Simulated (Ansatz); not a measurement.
Reaction (germylene formation by 1,1-elimination): `C[S][GeH]([CH3])[Cl]` → CH₄ + `C[S][Ge][Cl]`

Computed with Ansatz on PBE0-D4/def2-TZVP structures; ΔE is electronic, products minus reactants. CCSD(T)/CBS is the MP2 limit (def2-TZVPP, def2-QZVPP) plus CCSD(T) − MP2 in def2-TZVPP, frozen cores. This one scheme is used for every species. DFT in def2-TZVPP. B3LYP here is the variant with VWN-RPA as its local correlation; programs differ in this. For Ge outer-core shells are correlated without core-valence functions, which leaves a few kJ/mol of doubt a bond. Scalar relativity is left out up to krypton. Each species was taken in one conformer, which may not be the lowest.

```json
{"level": "revPBE-D4", "ΔE (kJ/mol)": "5.1", "difference from CCSD(T)/CBS": "-25.6"}
{"level": "BLYP-D4", "ΔE (kJ/mol)": "-19.2", "difference from CCSD(T)/CBS": "-49.9"}
{"level": "PBE0-D4", "ΔE (kJ/mol)": "31.5", "difference from CCSD(T)/CBS": "0.8"}
{"level": "B3LYP-D4", "ΔE (kJ/mol)": "2.6", "difference from CCSD(T)/CBS": "-28.1"}
{"level": "r2SCANh-D4", "ΔE (kJ/mol)": "33.2", "difference from CCSD(T)/CBS": "2.5"}
{"level": "CAM-B3LYP-D4", "ΔE (kJ/mol)": "22.7", "difference from CCSD(T)/CBS": "-8.0"}
{"level": "ωB97X-V", "ΔE (kJ/mol)": "44.1", "difference from CCSD(T)/CBS": "13.4"}
{"level": "BLYP", "ΔE (kJ/mol)": "-34.9", "difference from CCSD(T)/CBS": "-65.6"}
{"level": "B3LYP", "ΔE (kJ/mol)": "-9.7", "difference from CCSD(T)/CBS": "-40.4"}
{"level": "CAM-B3LYP", "ΔE (kJ/mol)": "15.4", "difference from CCSD(T)/CBS": "-15.3"}
{"level": "CCSD/def2-SVP", "ΔE (kJ/mol)": "28.8", "difference from CCSD(T)/CBS": "-1.9"}
{"level": "HF/def2-TZVPP", "ΔE (kJ/mol)": "29.4", "difference from CCSD(T)/CBS": "-1.3"}
{"level": "MP2/def2-TZVPP", "ΔE (kJ/mol)": "54.4", "difference from CCSD(T)/CBS": "23.7"}
{"level": "SCS-MP2/def2-TZVPP", "ΔE (kJ/mol)": "45.5", "difference from CCSD(T)/CBS": "14.8"}
{"level": "CCSD(T)/def2-TZVPP", "ΔE (kJ/mol)": "44.2", "difference from CCSD(T)/CBS": "13.5"}
{"level": "MP2/CBS(def2)", "ΔE (kJ/mol)": "40.9", "difference from CCSD(T)/CBS": "10.2"}
{"level": "CCSD(T)/CBS", "ΔE (kJ/mol)": "30.7", "difference from CCSD(T)/CBS": "0"}
```

Largest T1 diagnostic among the species: 0.014.

From PBE to PBE0 (25 % exact exchange), in def2-TZVPP and without D4, ΔE moves by +24.1 kJ/mol. In def2-TZVPP, CCSD(T) changes the Hartree–Fock value by +14.8 kJ/mol (the triples alone add −2.0 kJ/mol) and MP2 by +25.0 kJ/mol.
